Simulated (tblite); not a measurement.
Species: C₅H₆NPS.
Z-matrix (Å and degrees, GFN2-xTB geometry), rows numbered from 1:
```
C 
S   1  1.8155
C   2  1.7652  1  104.87
C   3  1.3947  2  123.07  1     0.11
N   4  1.3164  3  124.86  2   179.92
C   5  1.3094  4  123.01  3    -0.00
P   6  1.7480  5  127.90  4    -0.00
C   3  1.3882  2  115.42  1  -179.96
H   1  1.0861  2  110.17  3   -61.84
H   1  1.0860  2  110.20  3    61.58
H   1  1.0859  2  105.23  3   179.90
H   4  1.0809  3  121.12  2    -0.01
H   6  1.0856  5  114.39  4   179.92
H   8  1.0835  3  117.63  2     0.08
```

All values are computed: GFN2-xTB (tblite) harmonic vibrations without scaling, gas phase. Errors from tens to a few hundred cm⁻¹ against measured bands are possible. One conformer, not necessarily the lowest.

Harmonic wavenumbers (cm⁻¹): 39.9, 127.4, 192.4, 214.0, 240.4, 282.5, 379.9, 396.9, 448.4, 619.0, 619.8, 729.4, 760.4, 813.6, 831.7, 857.7, 888.1, 923.6, 935.0, 948.7, 1091.0, 1189.6, 1243.9, 1310.9, 1324.4, 1352.8, 1447.6, 1451.3, 1466.2, 1505.6, 3007.2, 3027.3, 3036.0, 3037.5, 3055.2, 3072.5.

A = 3493, B = 931.9, C = 739.1 MHz; mass 142.996 u (most abundant isotopes); point group Cs, symmetry number 1.

Question: Zero-point energy?

Answer: Half the sum of the wavenumbers: 21434 cm⁻¹ = 61.28 kcal/mol.

Question: Give the ideal-gas entropy at 298.15 K and 1 bar in the rigid-rotor, harmonic-oscillator model (classical rotation).

Answer: Translation 40.81, rotation 29.28, vibration 21.27: S = 91.4 cal/(mol K).

Question: And Cp and H(298.15 K) − H(0)?

Answer: Cp = 31.92 cal/(mol K), of which vibrations give 23.97 (their classical limit is 36 R = 71.5); H(298.15 K) − H(0) = 5.83 kcal/mol without the zero-point energy, 3.46 from vibrations.

Question: What must be added to the electronic energy to get the Gibbs energy at 298.15 K and 1 bar?

Answer: ZPE + [H(298.15 K) − H(0)] − T·S = 61.28 + 5.83 − 27.24 = 39.87 kcal/mol.

Question: Blend soft modes into free rotors: weight 1/[1 + (100 cm⁻¹/ν̃)⁴] for the oscillator and the rest for a rotor with moment μB/(μ + B), μ = h/(8π²ν), B = 10⁻⁴⁴ kg m². What vibrational entropy results?

Answer: 19.73 cal/(mol K) in place of 21.27, which changes −T·S at 298.15 K by +0.46 kcal/mol.

Hindered rotation and anharmonicity are outside this model. Other conformers, if any are populated, would add a mixing term that is left out.

The run took 0.84 s wall on an Arm Neoverse N1 with one thread, no GPU, shared host. This covers the Hessian and the dipole derivatives.
